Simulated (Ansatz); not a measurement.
`C[O][Sc]([F])[F]` + `FCN[SiH3]` → `CN([SiH3])CF` + `[OH][Sc]([F])[F]`  (substitution at a C–O bond)

Isolated molecules relaxed with PBE0-D4/def2-TZVP in Ansatz; ΔE leaves out vibrations. CCSD(T)/CBS is the MP2 limit (def2-TZVPP, def2-QZVPP) plus CCSD(T) − MP2 in def2-TZVPP, frozen cores. DFT in def2-TZVPP. B3LYP here is the variant with VWN-RPA as its local correlation; programs differ in this. For Sc outer-core shells are correlated without core-valence functions, which leaves a few kJ/mol of doubt a bond. Scalar relativity is left out up to krypton. One conformer a species, not always the lowest.

`C[O][Sc]([F])[F]`:

Cartesian coordinates in Å:
```
C -1.428 -0.346 0.116
O -0.085 -0.010 0.004
Sc 1.707 0.416 -0.142
F 2.346 2.002 0.568
F 2.874 -0.749 -0.983
H -1.566 -1.431 0.057
H -1.839 0.003 1.070
H -2.009 0.115 -0.690
```

`FCN[SiH3]`:

Cartesian coordinates in Å:
```
F -0.323 1.978 0.786
C -0.915 1.017 -0.045
N -0.525 -0.294 0.272
Si 1.016 -0.958 -0.162
H -1.994 1.148 0.066
H -0.608 1.267 -1.064
H -0.994 -0.672 1.081
H 0.900 -2.437 -0.090
H 1.293 -0.509 -1.550
H 2.150 -0.540 0.707
```

`CN([SiH3])CF`:

Cartesian coordinates in Å:
```
C 1.341 0.043 -0.611
N 0.099 0.156 0.131
Si -1.360 0.567 -0.711
C 0.065 -0.512 1.362
F -0.019 -1.907 1.220
H 1.504 -0.963 -1.013
H 1.343 0.748 -1.445
H 2.188 0.293 0.037
H -1.836 -0.481 -1.659
H -1.098 1.798 -1.501
H -2.403 0.800 0.319
H 0.985 -0.333 1.930
H -0.810 -0.210 1.942
```

`[OH][Sc]([F])[F]`:

Cartesian coordinates in Å:
```
O 0.353 0.754 -0.995
Sc -0.151 -0.322 0.425
F 1.093 -1.367 1.303
F -1.908 -0.373 0.992
H 0.613 1.308 -1.725
```

| level | ΔE (kJ/mol) | difference from CCSD(T)/CBS |
| --- | --- | --- |
| PBE-D4 | -16.9 | 3.5 |
| r2SCAN-D4 | -16.6 | 3.8 |
| PBE0-D4 | -18.5 | 1.9 |
| B3LYP-D4 | -15.3 | 5.1 |
| PBE | -12.8 | 7.6 |
| r2SCAN | -15.5 | 4.9 |
| PBE0 | -15.0 | 5.4 |
| B3LYP | -8.9 | 11.5 |
| HF/def2-TZVPP | -7.7 | 12.7 |
| SCS-MP2/def2-TZVPP | -20.3 | 0.1 |
| CCSD/def2-TZVPP | -19.5 | 0.9 |
| HF/def2-QZVPP | -7.2 | 13.2 |
| MP2/def2-QZVPP | -24.7 | -4.3 |
| SCS-MP2/def2-QZVPP | -20.1 | 0.3 |
| HF/CBS(def2) | -7.1 | 13.3 |
| CCSD/CBS(def2) | -19.3 | 1.1 |
| CCSD(T)/CBS | -20.4 | 0 |

Largest T1 diagnostic among the species: 0.017.

In def2-TZVPP, CCSD(T) changes the Hartree–Fock value by −12.9 kJ/mol (the triples alone add −1.1 kJ/mol) and MP2 by −17.3 kJ/mol. The D4 term adds −6.4 kJ/mol with B3LYP and −3.5 kJ/mol with PBE0; it sums over pairs of atoms, weighted by their polarisabilities, and B3LYP, whose exchange is more repulsive, gets the larger term.
